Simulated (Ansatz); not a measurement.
One change: `[CH3][Zn][F]` becomes `[F][Zn][CH2]BCl`.

Ansatz, PBE0-D4/def2-TZVP geometries, multiplicity 1. Each molecule was computed in one conformer, which needn't be the lowest.

Scalar relativity is left out up to krypton.

```json
{"property": "LUMO energy (ωB97M-V/def2-TZVPP) / eV", "`[CH3][Zn][F]`": "0.96"}
{"property": "HOMO energy (ωB97M-V/def2-TZVPP) / eV", "`[CH3][Zn][F]`": "-11.04"}
{"property": "HOMO–LUMO gap (PBE0/def2-TZVPP) / eV", "`[CH3][Zn][F]`": "8.27"}
{"property": "HOMO energy (PBE/def2-TZVPP) / eV", "`[CH3][Zn][F]`": "-7.63"}
{"property": "LUMO energy (PBE0/def2-TZVPP) / eV", "`[CH3][Zn][F]`": "-0.51"}
{"property": "HOMO–LUMO gap (ωB97M-V/def2-TZVPP) / eV", "`[CH3][Zn][F]`": "12.00"}
```

**Question.** What does the change do to each property? (An estimate is asked.)

**Answer.** Ansatz gave: 
| property | `[F][Zn][CH2]BCl` | shift |
| --- | --- | --- |
| LUMO energy (ωB97M-V/def2-TZVPP) / eV | 0.18 | -0.78 |
| HOMO energy (ωB97M-V/def2-TZVPP) / eV | -10.78 | 0.26 |
| HOMO–LUMO gap (PBE0/def2-TZVPP) / eV | 6.93 | -1.34 |
| HOMO energy (PBE/def2-TZVPP) / eV | -7.21 | 0.42 |
| LUMO energy (PBE0/def2-TZVPP) / eV | -1.61 | -1.10 |
| HOMO–LUMO gap (ωB97M-V/def2-TZVPP) / eV | 10.95 | -1.05 |

With PBE0 the HOMO rises by 0.24 eV and the LUMO falls by 1.10 eV, so the gap narrows by about 1.34 eV. PBE moves the HOMO by 0.42 eV and ωB97M-V by 0.26 eV.
